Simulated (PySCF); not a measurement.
# Spin-rotation constants: `C[CH2][Al]([NH2])[CH2]C`, C₄H₁₂AlN

Geometry (Å), atoms numbered from 1 in this order:
```xyz
18

Al   -0.0792   -0.1170    0.0180
C     1.9019   -0.1223    0.3649
C     2.3618   -1.3377    1.1818
H     2.1972    0.7954    0.8931
H     2.4730   -0.1032   -0.5737
H     3.4430   -1.3340    1.3294
H     1.8854   -1.3466    2.1612
H     2.0957   -2.2639    0.6745
C    -1.0395    1.6210   -0.3011
C    -2.2544    1.4700   -1.2273
H    -0.3520    2.3628   -0.7316
H    -1.3822    2.0681    0.6424
H    -2.7830    2.4165   -1.3514
H    -1.9468    1.1211   -2.2122
H    -2.9579    0.7438   -0.8229
N    -0.9839   -1.6495   -0.0097
H    -1.9567   -1.7608   -0.2674
H    -0.6225   -2.5637    0.2321
```

Computed with GIAO HCTH407/def2-SVP magnetisability, rotational g tensor and spin-rotation constants, non-relativistic, gas phase in PySCF. Geometry: GFN2-xTB.

(1) Give the nuclear spin-rotation constants along the inertial axes (H = +C I·J) beside the isotropic shieldings.

## Answers

(1) Rotational constants 4.8535, 1.3676, 1.1138 GHz. A star marks the isotopologue with that one atom substituted, in its own axes.
| atom | isotope | Caa (kHz) | Cbb (kHz) | Ccc (kHz) | mean (kHz) | σ (ppm) |
| --- | --- | --- | --- | --- | --- | --- |
| Al1 | 27Al | 2.866 | 0.924 | 0.655 | 1.482 | 400.7 |
| H4 | 1H | -0.536 | -0.013 | -0.095 | -0.214 | 31.3 |
| H5 | 1H | -0.521 | -0.145 | 0.010 | -0.219 | 31.2 |
| H6 | 1H | -0.073 | -0.098 | -0.111 | -0.094 | 30.3 |
| H7 | 1H | -0.528 | -0.149 | 0.023 | -0.218 | 30.8 |
| H8 | 1H | -0.533 | -0.015 | -0.084 | -0.211 | 30.8 |
| H11 | 1H | -0.534 | -0.002 | -0.104 | -0.213 | 31.3 |
| H12 | 1H | -0.513 | -0.152 | 0.014 | -0.217 | 31.2 |
| H13 | 1H | -0.062 | -0.102 | -0.111 | -0.091 | 30.3 |
| H14 | 1H | -0.525 | -0.154 | 0.027 | -0.217 | 30.8 |
| H15 | 1H | -0.532 | -0.003 | -0.095 | -0.210 | 30.8 |
| N16 | 14N | 0.324 | 0.051 | 0.029 | 0.135 | 227.4 |
| H17 | 1H | -0.106 | -0.081 | -0.142 | -0.110 | 30.1 |
| H18 | 1H | -0.102 | -0.082 | -0.142 | -0.109 | 30.1 |
| C2 | 13C* | 0.531 | 0.180 | 0.126 | 0.279 | 184.1 |
| C3 | 13C* | 0.583 | 0.172 | 0.141 | 0.299 | 179.2 |

For the geometry as given, no vibrational averaging.
